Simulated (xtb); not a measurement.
Input for xtb: GFN-FF on H4OSiTe (SMILES O[Te][SiH3]), a point of a torsion scan.

```
$ xtb mol.xyz --gfnff --sp --chrg 0 --uhf 0
7

O      2.32594231    -0.54629820    -0.67920357
Te     0.93982650    -1.08403720     0.69269600
Si     1.67376534    -3.44293041     0.40464135
H      2.62793106     0.33813902    -0.48638045
H      3.08623410    -3.61424719     0.73572032
H      0.85122379    -4.18658414     1.35450516
H      1.43607379    -3.93848561    -0.94834509
```

Output:

```
[...]
           -------------------------------------------------
          |                Calculation Setup                |
           -------------------------------------------------



          ==================== Thresholds ====================
          CN  :   150.00000
          rep :   500.00000
          disp:  2500.00000
          HB1 :   250.00000
          HB2 :   450.00000

          Pauling EN used:
          Z : 1  EN :  2.20
          Z : 8  EN :  3.44
          Z :14  EN :  1.90
          Z :52  EN :  2.10
          electric field strengths (au): 0.000

           -------------------------------------------------
          |           Force Field Initialization            |
           -------------------------------------------------

          distances ...
          ----------------------------------------
          generating topology and atomic info file ...
          pair mat ...
          computing topology distances matrix with Floyd-Warshall algo ...
          making topology EEQ charges ...
          #fragments for EEQ constrain: 1
          ----------------------------------------
          generating topology and atomic info file ...
          pair mat ...
          computing topology distances matrix with Floyd-Warshall algo ...
          making topology EEQ charges ...
          #fragments for EEQ constrain: 1
          rings ...
          # BATM   14
          # H in HB   4

  atom   neighbors  erfCN metchar sp-hybrid imet pi  qest     coordinates
    1  O       2    1.90   0.00         3    0    0  -0.441    4.395394   -1.032354   -1.283509
    2  Te      2    1.89   0.03         3    0    0   0.155    1.776015   -2.048533    1.309006
    3  Si      4    3.45   0.04         3    0    0   0.027    3.162958   -6.506196    0.764661
    4  H       1    0.99   0.01         0    0    0   0.219    4.966070    0.638990   -0.919126
    5  H       1    0.96   0.01         0    0    0   0.013    5.832137   -6.829937    1.390310
    6  H       1    0.96   0.01         0    0    0   0.013    1.608580   -7.911497    2.559644
    7  H       1    0.96   0.01         0    0    0   0.013    2.713786   -7.442659   -1.792112

          #atoms :   7
          #bonds :   6
          #angl  :   8
          #tors  :   4
          #nmol  :   1
          #optfrag :   1
           -------------------------------------------------
          |                   G F N - F F                   |
          |          A general generic force-field          |
          |                  Version 1.0.3                  |
           -------------------------------------------------
          Number of HB bonds (bound hydrogen)     24
          Number of HB bonds (unbound hydrogen)   24
          Number of XB bonds                      0

 E+G (total)                   0 d,  0 h,  0 min,  0.000 sec
 distance/D3 list               ...        0 min,  0.000 sec (  0.771%)
 non bonded repulsion           ...        0 min,  0.000 sec ( 15.178%)
 dCN                            ...        0 min,  0.000 sec (  3.284%)
 EEQ energy and q               ...        0 min,  0.000 sec (  6.534%)
 D3                             ...        0 min,  0.000 sec ( 23.869%)
 EEQ gradient                   ...        0 min,  0.000 sec (  6.077%)
 bonds                          ...        0 min,  0.000 sec (  7.856%)
 bend and torsion               ...        0 min,  0.000 sec (  9.587%)
 bonded ATM                     ...        0 min,  0.000 sec (  4.254%)
 HB/XB (incl list setup)        ...        0 min,  0.000 sec ( 17.382%)

         :::::::::::::::::::::::::::::::::::::::::::::::::::::
         ::                     SUMMARY                     ::
Note: The following floating-point exceptions are signalling: IEEE_UNDERFLOW_FLAG IEEE_DENORMAL
normal termination of xtb
         :::::::::::::::::::::::::::::::::::::::::::::::::::::
         :: total energy              -0.599106917846 Eh    ::
         :: gradient norm              0.042882449969 Eh/a0 ::
         ::.................................................::
         :: bond energy               -0.588072376978 Eh    ::
         :: angle energy               0.015738238426 Eh    ::
         :: torsion energy             0.000840920258 Eh    ::
         :: repulsion energy           0.037621481774 Eh    ::
         :: electrostat energy        -0.062271958308 Eh    ::
         :: dispersion energy         -0.002934990247 Eh    ::
         :: HB energy                  0.000000000000 Eh    ::
         :: XB energy                  0.000000000000 Eh    ::
         :: bonded atm energy         -0.000028232770 Eh    ::
         :: external energy            0.000000000000 Eh    ::
         :: add. restraining           0.000000000000 Eh    ::
         :: total charge               0.000000000000 e     ::
         :::::::::::::::::::::::::::::::::::::::::::::::::::::

           -------------------------------------------------
          |                Property Printout                |
           -------------------------------------------------

molecular dipole:
                 x           y           z       tot (Debye)
 q only:       -0.254      -0.166       0.573       1.647

           -------------------------------------------------
          | TOTAL ENERGY               -0.599106917846 Eh   |
          | GRADIENT NORM               0.042882449969 Eh/α |
           -------------------------------------------------
########################################################################
[WARNING] Runtime exception occurred
-1- gfnff_setup: Could not read topology file.
########################################################################

------------------------------------------------------------------------
------------------------------------------------------------------------
 total:
 SCF:
```

The run finished.

Cost: around 0.010 core-seconds (rough).
